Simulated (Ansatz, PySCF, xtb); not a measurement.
Noncovalent pair: HCl (SMILES Cl) (first 2 atoms) with CH5N (SMILES CN); geometry from B3LYP-D3(BJ)/def2-TZVP.
(charge 0, multiplicity 1):
```json
[
 {"atom": "Cl", "x (Å)": "0.0128", "y (Å)": "-0.0324", "z (Å)": "0.0373"},
 {"atom": "H", "x (Å)": "-0.1940", "y (Å)": "0.3919", "z (Å)": "-1.1576"},
 {"atom": "C", "x (Å)": "-0.1786", "y (Å)": "0.5579", "z (Å)": "3.5397"},
 {"atom": "N", "x (Å)": "0.3709", "y (Å)": "-0.7108", "z (Å)": "3.0652"},
 {"atom": "H", "x (Å)": "-1.1965", "y (Å)": "0.6694", "z (Å)": "3.1634"},
 {"atom": "H", "x (Å)": "0.4080", "y (Å)": "1.3788", "z (Å)": "3.1249"},
 {"atom": "H", "x (Å)": "-0.2038", "y (Å)": "0.6742", "z (Å)": "4.6317"},
 {"atom": "H", "x (Å)": "-0.1654", "y (Å)": "-1.4943", "z (Å)": "3.4170"},
 {"atom": "H", "x (Å)": "1.3252", "y (Å)": "-0.8346", "z (Å)": "3.3801"}
]
```

Monomers are frozen at their geometry in the pair; levels with a basis set take the counterpoise correction.

The values were computed with Ansatz (Gaussian basis) for Hartree–Fock, density functionals and correlated methods; PySCF for the dispersion terms; xtb for the GFN methods. 

Task: Give the interaction energy at the level GFN2-xTB.

Result: -0.8 kcal/mol

Ansatz is a program for electronic structure.
